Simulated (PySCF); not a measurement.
All of these have the formula C5H9NOSi. Method used: TDDFT CAM-B3LYP/def2-SVPD, vertical, gas phase, core orbitals frozen in the response in PySCF. Geometries: GFN2-xTB; one conformer of each isolated species. Triplets are in the Tamm–Dancoff approximation.

Question: Rank by computed lowest triplet energy, lowest first.
A. `CO[SiH2][C@@H]1C[C@H]1C#N`
B. `C[C@@H]1C=C(C(N)=O)[SiH2]1`
C. `C/C=C(/C#N)O[SiH2]C`
D. `C#C[SiH2]OC/C=N\C`
E. `NC(=O)C1=C[C@@H]([SiH3])C1`

Answer: C (3.44 eV), E (3.62 eV), B (3.85 eV), D (4.10 eV), A (6.23 eV).

| SMILES | T1 (eV) | first f ≥ 0.01 (nm) | α (au) | gap (eV) | S1 (eV) | S1 mainly |
| --- | --- | --- | --- | --- | --- | --- |
| C/C=C(/C#N)O[SiH2]C | 3.44 | 211 | 95.1 | 8.50 | 5.87 | H→L (96%) |
| NC(=O)C1=C[C@@H]([SiH3])C1 | 3.62 | 215 | 96.7 | 8.59 | 4.72 | H-1→L (79%) |
| C[C@@H]1C=C(C(N)=O)[SiH2]1 | 3.85 | 218 | 95.1 | 8.73 | 4.73 | H→L (88%) |
| C#C[SiH2]OC/C=N\C | 4.10 | 163 | 93.1 | 8.81 | 4.87 | H→L+1 (75%) |
| CO[SiH2][C@@H]1C[C@H]1C#N | 6.23 | 162 | 89.0 | 10.37 | 7.06 | H→L (47%) |

H and L stand for HOMO and LUMO.

- `C/C=C(/C#N)O[SiH2]C`: Löwdin shares by element: HOMO carbon 49% or more, oxygen 18%, nitrogen 10% (atoms not listed hold the other 23%); LUMO carbon 62% or more, nitrogen 18% (atoms not listed hold the other 21%).
- `NC(=O)C1=C[C@@H]([SiH3])C1`: Löwdin shares by element: HOMO carbon 60% or more, oxygen 14% (atoms not listed hold the other 26%); LUMO carbon 60% or more, oxygen 12% (atoms not listed hold the other 29%).
- `C[C@@H]1C=C(C(N)=O)[SiH2]1`: Löwdin shares by element: HOMO oxygen 62%, carbon 20% or more, nitrogen 6%; LUMO carbon 63% or more, oxygen 12% (atoms not listed hold the other 25%).
- `C#C[SiH2]OC/C=N\C`: Löwdin shares by element: HOMO nitrogen 55%, carbon 30% or more; LUMO carbon 43% or more, silicon 25%, hydrogen 6% or more (atoms not listed hold the other 25%).
- `CO[SiH2][C@@H]1C[C@H]1C#N`: Löwdin shares by element: HOMO carbon 47% or more, nitrogen 23% (atoms not listed hold the other 30%); LUMO silicon 25%, hydrogen 19% or more, carbon 11% or more (atoms not listed hold the other 45%).
